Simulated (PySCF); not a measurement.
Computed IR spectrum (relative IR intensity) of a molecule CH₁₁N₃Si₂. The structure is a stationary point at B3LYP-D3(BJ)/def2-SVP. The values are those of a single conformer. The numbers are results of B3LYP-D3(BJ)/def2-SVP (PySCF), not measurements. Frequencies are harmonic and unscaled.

Lines under 2 % of the strongest are left out, and lines within 2 cm⁻¹ are merged.

```json
[
 {"ν (cm⁻¹)": "131", "relative intensity": "2.2"},
 {"ν (cm⁻¹)": "154", "relative intensity": "2.6"},
 {"ν (cm⁻¹)": "195", "relative intensity": "6.5"},
 {"ν (cm⁻¹)": "216", "relative intensity": "5.4"},
 {"ν (cm⁻¹)": "250", "relative intensity": "21"},
 {"ν (cm⁻¹)": "303", "relative intensity": "12"},
 {"ν (cm⁻¹)": "341", "relative intensity": "75"},
 {"ν (cm⁻¹)": "403", "relative intensity": "3.3"},
 {"ν (cm⁻¹)": "415", "relative intensity": "87"},
 {"ν (cm⁻¹)": "440", "relative intensity": "68"},
 {"ν (cm⁻¹)": "494", "relative intensity": "36"},
 {"ν (cm⁻¹)": "661", "relative intensity": "23"},
 {"ν (cm⁻¹)": "721", "relative intensity": "13"},
 {"ν (cm⁻¹)": "736", "relative intensity": "14"},
 {"ν (cm⁻¹)": "745", "relative intensity": "5.6"},
 {"ν (cm⁻¹)": "761", "relative intensity": "29"},
 {"ν (cm⁻¹)": "793", "relative intensity": "29"},
 {"ν (cm⁻¹)": "830", "relative intensity": "43"},
 {"ν (cm⁻¹)": "867", "relative intensity": "64"},
 {"ν (cm⁻¹)": "873", "relative intensity": "100"},
 {"ν (cm⁻¹)": "914", "relative intensity": "5.0"},
 {"ν (cm⁻¹)": "930", "relative intensity": "82"},
 {"ν (cm⁻¹)": "948", "relative intensity": "39"},
 {"ν (cm⁻¹)": "1261", "relative intensity": "8.0"},
 {"ν (cm⁻¹)": "1431", "relative intensity": "3.0"},
 {"ν (cm⁻¹)": "1526", "relative intensity": "32"},
 {"ν (cm⁻¹)": "1537", "relative intensity": "18"},
 {"ν (cm⁻¹)": "1542", "relative intensity": "21"},
 {"ν (cm⁻¹)": "2147", "relative intensity": "88"},
 {"ν (cm⁻¹)": "2179", "relative intensity": "95"},
 {"ν (cm⁻¹)": "3016", "relative intensity": "4.3"},
 {"ν (cm⁻¹)": "3104", "relative intensity": "5.5"},
 {"ν (cm⁻¹)": "3111", "relative intensity": "5.6"},
 {"ν (cm⁻¹)": "3542", "relative intensity": "5.3"},
 {"ν (cm⁻¹)": "3548", "relative intensity": "5.8"},
 {"ν (cm⁻¹)": "3571", "relative intensity": "9.9"},
 {"ν (cm⁻¹)": "3635", "relative intensity": "7.5"},
 {"ν (cm⁻¹)": "3650", "relative intensity": "12"},
 {"ν (cm⁻¹)": "3668", "relative intensity": "9.4"}
]
```

Question: Which structure fits?
(A) C[Si@H](N)[SiH](N)N
(B) CN([SiH2]N)[SiH2]N
(C) N[SiH](N)NC[SiH3]
(D) CN([SiH3])[SiH](N)N

Answer: A, C[Si@H](N)[SiH](N)N
